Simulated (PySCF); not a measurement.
The vertical singlet excitations below were computed for one of the candidates. Level of theory: PySCF, TDDFT CAM-B3LYP/def2-SVPD, vertical, gas phase, core orbitals frozen in the response. Geometries: GFN2-xTB, one conformer each.

| state | ν̃ (cm⁻¹) | f | main configurations (H = HOMO, L = LUMO) |
| --- | --- | --- | --- |
| S1 | 44310 | 0.0051 | H-1→L (92%) |
| S2 | 45450 | 0.386 | H→L (84%) |
| S3 | 50840 | 0.0018 | H→L+2 (24%), H→L+5 (23%), H→L+7 (18%) |
| S4 | 57270 | 0.0021 | H→L+1 (37%), H→L+2 (16%), H→L+4 (16%) |
| S5 | 59840 | 0.217 | H-2→L (44%), H→L+1 (10%) |
| S6 | 60380 | 0.044 | H→L+4 (24%), H→L+1 (23%), H→L+3 (12%) |
| S7 | 61880 | 0.011 | H-3→L (43%), H→L+6 (11%), H→L+2 (8%) |
| S8 | 62400 | 0.037 | H-3→L (29%), H→L+6 (18%), H→L+3 (13%) |

Task: Which structure fits? All have the formula C5H6F2OSi.
A. `O=C1[SiH2]C[C@@]2(F)C[C@@]12F`
B. `FC(F)c1ccc([SiH3])o1`
C. `F[SiH](OC/C=C/C#C)F`
D. `O1C(=C[Si@H](C=C1)F)CF`
E. `COC1=C(F)[SiH2]C=C1F`

Result: C. Its S1 lies at 5.49 eV; the nearest of the others has S1 at 5.77 eV. S1 is HOMO-1→LUMO (92%). Löwdin shares by element: HOMO carbon 87% or more; LUMO carbon 77% or more (atoms not listed hold the other 23%). At the same level the other candidates give, for their lowest levels:
- `FCC1=C[Si@@H](F)C=CO1`: 5.95 eV (f 0.038); 6.57 eV (f 0.103); 6.94 eV (f 0.005); 7.04 eV (f 0.029); 7.32 eV (f 0.013); T1 4.27 eV; HOMO -8.78, LUMO 0.40 eV
- `O=C1[SiH2]C[C@@]2(F)C[C@@]12F`: 3.43 eV (f 0.001); 6.09 eV (f 0.061); 6.37 eV (f 0.031); 6.68 eV (f 0.012); 6.89 eV (f 0.030); T1 2.81 eV; HOMO -8.62, LUMO -0.58 eV
- `FC(F)c1ccc([SiH3])o1`: 5.77 eV (f 0.372); 6.66 eV (f 0.000); 6.71 eV (f 0.001); 7.34 eV (f 0.001); 7.47 eV (f 0.009); T1 3.70 eV; HOMO -8.42, LUMO 0.20 eV
- `COC1=C(F)[SiH2]C=C1F`: 4.36 eV (f 0.033); 5.44 eV (f 0.006); 5.97 eV (f 0.001); 6.44 eV (f 0.161); 6.45 eV (f 0.001); T1 2.73 eV; HOMO -7.75, LUMO -0.24 eV

Shape of the structure used: `[CH:1]#[C:2]/[CH:3]=[CH:4]/[CH2:5][O:6][SiH:7]([F:8])[F:9]`: C3–C4–C5–O6 133°, C4–C5–O6–Si7 168°, C5–O6–Si7–F8 -59°.
Triplets come from the Tamm–Dancoff approximation.
